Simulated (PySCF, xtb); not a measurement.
C2H11FSi3, SMILES C([SiH2][SiH2]F)C[SiH3].

GFN2-xTB run with xtb at its own geometry gives an orbital gap of 4.39 eV and a dipole moment of 1.87 D.

Coordinates come from a PBE0-D3(BJ)/def2-SVP optimisation. The structure was generated by enumeration, and PubChem lists no compound with its InChIKey, so it may never have been made. Other conformers were not sampled.

What does CAM-B3LYP/def2-TZVP run with PySCF give? (Estimate from the structure and the level; the computed values follow.)

gap 9.82 eV (levels -9.39 and 0.43 eV), dipole 1.69 D.
